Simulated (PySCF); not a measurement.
Dipole moment and polarisability of `[SiH3]N[SiH2]N[SiH3]`

H10N2Si3.
Numbering: `[SiH3:1][NH:2][SiH2:3][NH:4][SiH3:5]` (hydrogens: H6, H7, H8 on Si1; H9 on N2; H10, H11 on Si3; H12 on N4; H13, H14, H15 on Si5)

Structure used (PBE0-D3(BJ)/def2-SVP), in Å, numbered top down from 1:
```xyz
15
H10N2Si3 angstrom
Si     2.9686    0.4437    0.0368
N      1.4077   -0.2996    0.2408
Si    -0.1293    0.4278    0.5996
N     -1.3260    0.0272   -0.5949
Si    -2.8961   -0.6977   -0.3960
H      3.6038    0.0182   -1.2506
H      3.9273    0.0960    1.1333
H      2.7646    1.9213    0.0241
H      1.3950   -1.3149    0.1689
H      0.1549    1.8919    0.6694
H     -0.7101   -0.0514    1.8891
H     -1.0861    0.2926   -1.5481
H     -3.0619   -1.8800   -1.2996
H     -4.0173    0.2466   -0.7025
H     -3.0107   -1.1391    1.0243
```

Level: PBE0/def2-SVPD (PySCF), static field, nuclei fixed, core orbitals frozen in the response. The polarisability tensor in these axes (au):

```
x   120.26   6.06   2.58
y     6.06  86.86   2.03
z     2.58   2.03  86.98
```

Task: Diagonalise the tensor; give its mean and Δα, where Δα² is half the sum of the squared differences of the eigenvalues.

Result: Principal values 84.64, 87.89 and 121.57 au; mean 98.03 au = 14.53 Å³ = 16.16 × 10⁻⁴⁰ C²·m²/J; Δα = 35.41 au (36 % of the mean).

Task: What is the dipole moment, and where does it point?

Result: (0.17, -0.57, -0.78) D, 0.98 D in size, pointing from the negative to the positive side. Measured along this direction, the outermost atoms are H10 and H11 at the negative end and H6 and H13 at the positive end.

Task: Orientational against electronic polarisability at 500 K (dilute gas, rigid molecules)?

Result: In Gaussian units μ²/3kT = 4.64 Å³ against 14.53 Å³, a ratio of 0.32; the Debye molar polarisation (4π/3)N_A(α + μ²/3kT) is 48.4 cm³/mol, leaving out the vibrational part.

Task: In TDDFT the mean static polarisability is Σ f/ω² over all singlet excitations (ω in hartree). How much of it do the 10 lowest give? Their energies (eV) and oscillator strengths: 6.15, 0.0219; 6.37, 0.0064; 6.82, 0.0008; 7.06, 0.0497; 7.10, 0.0209; 7.30, 0.0300; 7.42, 0.0517; 7.49, 0.0032; 7.56, 0.0949; 7.64, 0.0007.

Result: They add up to 3.99 au, 4.1 % of the 98.03 au; the largest single term is 1.23 au, from the state at 7.56 eV. Terms in order: 0.43, 0.12, 0.01, 0.74, 0.31, 0.42, 0.70, 0.04, 1.23, 0.01 au. Higher excitations give the rest. The strengths listed sum to 0.280.

Task: Estimate the molar refractivity from the static electronic polarisability.

Result: Lorentz–Lorenz: R = (4π/3)N_A α = 2.5225 cm³/(mol·Å³) × 14.53 Å³ = 36.6 cm³/mol, in the limit of long wavelengths.

The structure is a single PBE0-D3(BJ)/def2-SVP conformer in the gas phase; no vibrational or solvent corrections.
